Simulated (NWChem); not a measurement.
Species: C$_{2}$H$_{3}$Br; SMILES C=CBr

Results from NWChem. Geometry: optimised at B3LYP/6-31G* (spherical d). Ions are spin-unrestricted doublets at the neutral geometry; other ion states weren't tried.

| level | vertical ionisation energy, ΔSCF (eV) | −ε(HOMO) (eV) | ΔSCF minus −ε(HOMO) (eV) |
|---|---|---|---|
| B3LYP/aug-cc-pVDZ | [?] | [?] | [?] |
| PBE0/aug-cc-pVDZ | 9.75 | 7.49 | 2.26 |
| Hartree-Fock/aug-cc-pVDZ | 8.96 | 9.98 | -1.02 |
| M06-2X/aug-cc-pVDZ | 9.97 | 8.63 | 1.34 |

Some entries are withheld; supply them.


- B3LYP/aug-cc-pVDZ, vertical ionisation energy, ΔSCF (eV): 9.74
- B3LYP/aug-cc-pVDZ, −ε(HOMO) (eV): 7.26
- B3LYP/aug-cc-pVDZ, ΔSCF minus −ε(HOMO) (eV): 2.48
